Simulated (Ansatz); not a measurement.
Steps of a relaxation of C₂H₆S₂Zn, SMILES `C[S][Zn][S]C` with RKS PBE0-D4/def2-TZVP.

```sh
$ ansatz run in.yaml --threads 2 --pin off --events-out ev --progress --plain --max-ram 32768MiB --backend cuda --devices 0, --max-vram 18GiB
```

```yaml
crystal:
  periodic: [false, false, false]
  atoms:
    - {symbol: C, position_ang: [-1.186750, 1.728170, -0.537010]}
    - {symbol: S, position_ang: [0.454780, 1.705170, -1.335360]}
    - {symbol: Zn, position_ang: [0.469110, -0.556260, -1.778520]}
    - {symbol: S, position_ang: [0.023950, -2.252330, -0.285650]}
    - {symbol: C, position_ang: [1.043320, -1.559990, 1.060840]}
    - {symbol: H, position_ang: [-1.945700, 1.939800, -1.284170]}
    - {symbol: H, position_ang: [-1.393750, 0.783510, -0.036290]}
    - {symbol: H, position_ang: [-1.156480, 2.530970, 0.193510]}
    - {symbol: H, position_ang: [0.609900, -1.927200, 1.986330]}
    - {symbol: H, position_ang: [2.063890, -1.921130, 0.964850]}
    - {symbol: H, position_ang: [1.017750, -0.470720, 1.051460]}
basis:
  gaussian: {orbitals: def2-TZVP}
hamiltonian: {xc: pbe0, dispersion: d4}
relax: {f_tol: 0.005, max_steps: 150}
```

Positions (Å) and forces (eV/Å) along the path, 12 of 29 steps:

```xyz
11
step=1 energy=-72248.2718 eV
C    -1.187    1.728   -0.537    0.267   -0.136   -0.217
S     0.455    1.705   -1.335    0.178   -0.969   -0.575
Zn    0.469   -0.556   -1.779   -0.361    0.451    1.524
S     0.024   -2.252   -0.286    0.198    0.508   -1.002
C     1.043   -1.560    1.061   -0.092   -0.020   -0.331
H    -1.946    1.940   -1.284   -0.168    0.002    0.039
H    -1.394    0.784   -0.036   -0.101    0.029    0.067
H    -1.156    2.531    0.194   -0.067    0.082    0.128
H     0.610   -1.927    1.986   -0.013   -0.009    0.163
H     2.064   -1.921    0.965    0.091    0.061    0.109
H     1.018   -0.471    1.051    0.068    0.002    0.096
11
step=2 energy=-72248.5397 eV
C    -1.172    1.732   -0.561    0.062    0.148   -0.019
S     0.453    1.727   -1.401    0.021   -0.755   -0.353
Zn    0.425   -0.499   -1.595   -0.163    0.216    0.711
S     0.049   -2.293   -0.321    0.210    0.463   -0.662
C     1.040   -1.579    1.039   -0.052   -0.147    0.049
H    -1.969    1.928   -1.277   -0.022   -0.027    0.014
H    -1.368    0.795   -0.039   -0.057    0.024    0.043
H    -1.143    2.539    0.169   -0.055    0.016    0.059
H     0.604   -1.946    1.967    0.015    0.026    0.076
H     2.075   -1.913    0.976    0.013    0.026    0.008
H     1.005   -0.489    1.042    0.029    0.012    0.073
11
step=3 energy=-72248.7005 eV
C    -1.200    1.812   -0.603   -0.148    0.040    0.135
S     0.372    1.681   -1.557   -0.266    0.345   -0.029
Zn    0.400   -0.454   -1.479   -0.009    0.054    0.066
S     0.184   -2.295   -0.421    0.187   -0.292    0.313
C     1.072   -1.668    1.070    0.009    0.043    0.167
H    -2.051    1.940   -1.281    0.203    0.001    0.093
H    -1.397    0.940    0.037    0.129    0.203   -0.193
H    -1.131    2.690    0.053    0.045   -0.151   -0.196
H     0.622   -2.131    1.957    0.049    0.029   -0.234
H     2.131   -1.935    1.030   -0.152   -0.025   -0.038
H     0.998   -0.579    1.193   -0.047   -0.247   -0.086
11
step=6 energy=-72248.8529 eV
C    -1.384    2.098   -0.755   -0.086    0.078    0.096
S     0.069    1.702   -1.796   -0.027   -0.104    0.070
Zn    0.341   -0.371   -1.239    0.005    0.014    0.007
S     0.539   -2.369   -0.431   -0.005    0.108    0.010
C     1.261   -1.964    1.200    0.035    0.015    0.192
H    -2.256    2.257   -1.389    0.024   -0.010   -0.033
H    -1.623    1.313   -0.035    0.044    0.056   -0.045
H    -1.178    3.017   -0.201    0.028   -0.096   -0.073
H     0.734   -2.538    1.968    0.025    0.044   -0.138
H     2.316   -2.241    1.219   -0.023   -0.006   -0.043
H     1.180   -0.905    1.457   -0.022   -0.099   -0.043
11
step=9 energy=-72248.8714 eV
C    -1.463    2.238   -0.848   -0.021   -0.013   -0.161
S     0.088    1.724   -1.688   -0.116    0.117    0.072
Zn    0.289   -0.324   -1.050   -0.013   -0.004   -0.004
S     0.445   -2.348   -0.330    0.072   -0.038    0.194
C     1.356   -2.113    1.250    0.140   -0.129   -0.032
H    -2.282    2.252   -1.579    0.187   -0.006    0.224
H    -1.723    1.581   -0.018   -0.022    0.053   -0.069
H    -1.309    3.246   -0.454   -0.016   -0.107   -0.081
H     0.994   -2.876    1.954    0.130    0.217   -0.238
H     2.436   -2.254    1.078   -0.431    0.089    0.126
H     1.170   -1.126    1.684    0.091   -0.181   -0.032
11
step=15 energy=-72248.9069 eV
C    -1.447    2.298   -0.886   -0.120    0.090    0.044
S     0.164    1.777   -1.569   -0.015    0.008    0.017
Zn    0.251   -0.288   -0.943    0.018   -0.011   -0.014
S     0.341   -2.338   -0.269   -0.003    0.003    0.011
C     1.350   -2.187    1.245    0.035   -0.021    0.081
H    -2.269    1.947   -1.518    0.120    0.065    0.126
H    -1.594    1.950    0.141    0.009    0.070   -0.168
H    -1.447    3.394   -0.880   -0.009   -0.216   -0.013
H     1.273   -3.146    1.766    0.020    0.109   -0.064
H     2.398   -2.003    1.002   -0.099   -0.013    0.039
H     0.979   -1.404    1.910    0.044   -0.084   -0.060
11
step=17 energy=-72248.9138 eV
C    -1.447    2.318   -0.890    0.001    0.001    0.001
S     0.164    1.784   -1.558    0.001    0.000    0.001
Zn    0.256   -0.282   -0.929   -0.001    0.006    0.001
S     0.348   -2.338   -0.274    0.000   -0.005    0.000
C     1.347   -2.209    1.248   -0.001    0.000    0.000
H    -2.272    1.881   -1.450   -0.001   -0.004    0.004
H    -1.553    2.082    0.168    0.004    0.005   -0.001
H    -1.484    3.402   -1.004   -0.003    0.000   -0.006
H     1.333   -3.197    1.710    0.003   -0.003   -0.002
H     2.380   -1.945    1.025    0.001    0.003    0.002
H     0.927   -1.494    1.954   -0.003   -0.004    0.001
11
step=19 energy=-72248.9145 eV
C    -1.447    2.322   -0.890   -0.001   -0.001    0.003
S     0.165    1.786   -1.557    0.000    0.002   -0.003
Zn    0.256   -0.279   -0.926    0.003   -0.008    0.005
S     0.351   -2.338   -0.276    0.000    0.004   -0.003
C     1.346   -2.214    1.248    0.000    0.001    0.001
H    -2.273    1.865   -1.433    0.003   -0.001    0.005
H    -1.541    2.109    0.173    0.000    0.008   -0.003
H    -1.493    3.402   -1.030   -0.003   -0.002   -0.003
H     1.345   -3.207    1.698    0.002    0.000   -0.003
H     2.376   -1.933    1.031   -0.003    0.002    0.000
H     0.915   -1.513    1.962   -0.001   -0.005    0.001
11
step=20 energy=-72248.9152 eV
C    -1.443    2.333   -0.890   -0.073    0.034    0.036
S     0.167    1.788   -1.555    0.003    0.003   -0.004
Zn    0.259   -0.274   -0.915   -0.003   -0.011   -0.003
S     0.360   -2.340   -0.285    0.001    0.018   -0.004
C     1.341   -2.225    1.248    0.021   -0.003    0.044
H    -2.272    1.814   -1.376    0.079    0.060    0.060
H    -1.503    2.198    0.192   -0.006    0.025   -0.120
H    -1.521    3.401   -1.112   -0.002   -0.120    0.029
H     1.384   -3.235    1.660    0.005    0.056   -0.014
H     2.359   -1.888    1.049   -0.056   -0.019    0.017
H     0.871   -1.572    1.985    0.030   -0.043   -0.040
11
step=22 energy=-72248.9164 eV
C    -1.440    2.334   -0.886    0.011    0.014   -0.049
S     0.164    1.789   -1.567   -0.005   -0.002    0.019
Zn    0.263   -0.271   -0.920    0.001    0.002   -0.001
S     0.368   -2.336   -0.292   -0.006   -0.008    0.001
C     1.336   -2.228    1.250    0.010    0.005   -0.016
H    -2.269    1.797   -1.344   -0.011    0.002    0.008
H    -1.483    2.230    0.196    0.014   -0.008    0.016
H    -1.531    3.391   -1.136   -0.010   -0.004    0.006
H     1.397   -3.241    1.647   -0.002   -0.003   -0.001
H     2.346   -1.868    1.062    0.000    0.000    0.012
H     0.849   -1.596    1.991   -0.004    0.002    0.005
11
step=26 energy=-72248.9168 eV
C    -1.429    2.333   -0.879   -0.008   -0.003    0.010
S     0.157    1.782   -1.592   -0.004   -0.002    0.001
Zn    0.270   -0.275   -0.937    0.001    0.000   -0.004
S     0.392   -2.341   -0.316    0.003    0.003    0.004
C     1.322   -2.224    1.249    0.001    0.003    0.006
H    -2.269    1.761   -1.271    0.014    0.009    0.005
H    -1.422    2.282    0.209   -0.002    0.003   -0.018
H    -1.552    3.375   -1.176    0.000   -0.008    0.004
H     1.421   -3.244    1.622    0.001    0.007    0.000
H     2.319   -1.814    1.097   -0.012   -0.005    0.001
H     0.788   -1.635    1.994    0.006   -0.008   -0.009
11
step=29 energy=-72248.9169 eV
C    -1.426    2.330   -0.876    0.000    0.001   -0.001
S     0.155    1.779   -1.600   -0.001   -0.001    0.000
Zn    0.272   -0.277   -0.946    0.000    0.000    0.000
S     0.398   -2.343   -0.321    0.000    0.000    0.000
C     1.318   -2.221    1.249    0.000    0.000   -0.001
H    -2.268    1.758   -1.262    0.000    0.000    0.000
H    -1.412    2.280    0.212    0.000    0.000    0.001
H    -1.551    3.372   -1.171    0.000    0.000    0.000
H     1.421   -3.239    1.624    0.000    0.000    0.000
H     2.314   -1.806    1.101    0.000    0.000    0.000
H     0.778   -1.633    1.990    0.000    0.000    0.000
```

Run time 57 s (2 threads of an AMD EPYC 7R13 on a shared host and a share of an NVIDIA H100 80 GB); peak host memory 0.91 GiB.
